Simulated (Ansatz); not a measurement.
`[CH3][GeH]([F])[SeH]` + HCl → `[CH3][GeH]([Cl])[SeH]` + H–F at 700 K and 1 bar (ligand exchange at a Ge–F bond).

Computed with Ansatz on PBE0-D4/def2-TZVP structures; ΔE is electronic, products minus reactants. CCSD(T)/CBS adds triple-zeta CCSD(T) − MP2 to the extrapolated MP2 energy (def2 sets, frozen cores). This one scheme is used for every species. For Ge, Se outer-core shells are correlated without core-valence functions, which leaves a few kJ/mol of doubt a bond. Scalar relativity is left out up to krypton. Each species was taken in one conformer, which may not be the lowest.

| species | CCSD(T)/CBS energy (Eh) | H − E (kJ/mol) | S (J/(mol·K)) |
| --- | --- | --- | --- |
| `[CH3][GeH]([F])[SeH]` | -4617.74462 | 219.0 | 470.2 |
| HCl | -460.38127 | 38.4 | 211.8 |
| `[CH3][GeH]([Cl])[SeH]` | -4977.73636 | 218.3 | 482.7 |
| H–F | -100.39570 | 45.2 | 198.5 |

H − E and S are ideal-gas, rigid-rotor, harmonic terms from PBE0-D4/def2-TZVP, for one conformer and one mirror image of each species. 1 Eh = 2625.50 kJ/mol, R = 8.31446 J/(mol·K).

**Question.** By hand: ΔE, ΔH, ΔS and ΔG.

**Answer.** ΔE = (-4977.73636) + (-100.39570) − (-4617.74462) − (-460.38127) = -0.00617 Eh = -16.2 kJ/mol. Δ(H − E) = 218.3 + 45.2 − 219.0 − 38.4 = 6.1, so ΔH = -10.1 kJ/mol. ΔS = 482.7 + 198.5 − 470.2 − 211.8 = -0.8 J/(mol·K). ΔG = -10.1 − 700 × (-0.8)/1000 = -9.5 kJ/mol.

**Question.** By hand: the equilibrium constant, and the temperature at which ΔG would vanish if ΔH and ΔS stayed fixed.

**Answer.** log₁₀ K = −ΔG/(RT ln 10) = 0.7. ΔG = 0 at ΔH/ΔS = 12625 K, far beyond where these terms or the molecules hold.

The number of gas molecules stays the same, so ΔS is small and ΔH decides. A doubt of 5 kJ/mol in ΔE shifts log₁₀ K by 0.4 here. Other conformers and mirror images would add mixing entropy, several J/(mol·K) or more a flexible species. These are equilibria of isolated gas molecules and say nothing of rates. Largest T1 diagnostic: 0.010 (customary marks: 0.02 for closed shells, 0.045 for open ones).
